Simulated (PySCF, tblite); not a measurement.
A set of runs on `O=C(O)C[SiH2][SeH]`; the geometry of each is named by its level. Settings lines and outputs come from a driver script.

C2H6O2SeSi.
Bonds: O1–C2 (double), C2–O3, C2–C4, C4–Si5, Si5–Se6. Hydrogens: H7 on O3; H8, H9 on C4; H10, H11 on Si5; H12 on Se6.

Step 1: GFN2-xTB geometry optimisation, gas phase (tblite 0.8.0) (from a force-field or distance-geometry start)
```json
{"job": {"kind": "relax", "xc": "GFN2-xTB", "basis": "xTB"}, "charge": 0, "multiplicity": 1}
```
```
step      E/eV     max force
  0    -554.89317    3.377
  1    -555.03641    3.742
  2    -555.16525    0.875
...
127    -555.55242    0.021
128    -555.55247    0.022
129    -555.55251    0.026
130    -555.55252    0.014
131    -555.55253    0.008
```

Energy lowered by 15.2 kcal/mol over 131 steps; largest atomic force 0.008 eV/Å at the end. «max force» is the largest atomic force in eV/Å.

Run on an Arm Neoverse N1 with one thread, no GPU (shared host).

Step 2: GFN2-xTB harmonic vibrations, gas phase (tblite 0.8.0) (on the GFN2-xTB geometry)
```json
{"job": {"kind": "ir", "xc": "GFN2-xTB", "basis": "xTB"}, "charge": 0, "multiplicity": 1}
```
```
(table of modes left out)
```

30 modes from 47 to 3444 cm⁻¹ (unscaled, harmonic); zero-point energy 47.0 kcal/mol; all wavenumbers are real at this level.

Run on one thread of an Arm Neoverse N1, shared host.

Step 3: TDDFT wB97X-D/def2-SVPD, vertical, gas phase, core orbitals frozen in the response (PySCF 2.14.0, density-fitted response routines) (on the GFN2-xTB geometry)
```json
{"job": {"kind": "uv", "xc": "wB97X-D", "basis": "def2-SVPD", "nstates": 8, "ntriplets": 3}, "charge": 0, "multiplicity": 1}
```
```
...
Static polarisability (au): isotropic 84.788, principal 71.674 85.692 97.000
Singlet excitations
state   eV       nm        f      main configurations
  1   5.6241    220.5   0.00389   H->L+2 0.50, H->L+3 0.34
  2   5.7683    214.9   0.02545   H->L+1 0.59, H->L 0.20, H->L+2 0.11
  3   5.8850    210.7   0.00496   H-1->L 0.61, H-2->L 0.21
  4   6.1864    200.4   0.00353   H->L 0.76, H->L+1 0.14
  5   6.5857    188.3   0.04319   H->L+3 0.32, H->L+4 0.20, H->L+2 0.17
  6   7.3678    168.3   0.04421   H->L+5 0.49, H->L+4 0.09, H->L+7 0.09
  7   7.4613    166.2   0.00209   H->L+7 0.34, H->L+4 0.23, H->L+5 0.22
  8   7.5541    164.1   0.00845   H-1->L+1 0.39, H-2->L+1 0.14
Triplet excitations (Tamm-Dancoff, eV): 5.3503 5.4012 5.4565
```

HOMO -8.66 eV, LUMO 1.35 eV; lowest singlet 5.62 eV; lowest triplet 5.35 eV (Tamm–Dancoff); mean polarisability 84.8 au.

The run took 64 s on one thread, Arm Neoverse N1 (shared host).

Geometry of the electronic-property runs (GFN2-xTB):
```
atom  x, y, z in Å
O1     0.7083    1.5258    0.8274
C2     1.0544    0.5880    0.1424
O3     2.1932   -0.0723    0.3748
C4     0.2577    0.0113   -0.9590
Si5   -1.2163   -0.9498   -0.1806
Se6   -2.3486    0.4811    1.1545
H7     2.6611    0.3134    1.1324
H8    -0.1487    0.8128   -1.5715
H9     0.8689   -0.6500   -1.5640
H10   -0.6859   -2.0810    0.5803
H11   -2.0876   -1.3745   -1.2711
H12   -1.2553    1.3944    1.3084
```

 (This holds for the electronic-property runs.)

One conformer stands for the species.

Note: wB97X-D ran without an empirical dispersion term, which enters the total energy and its gradient alone.
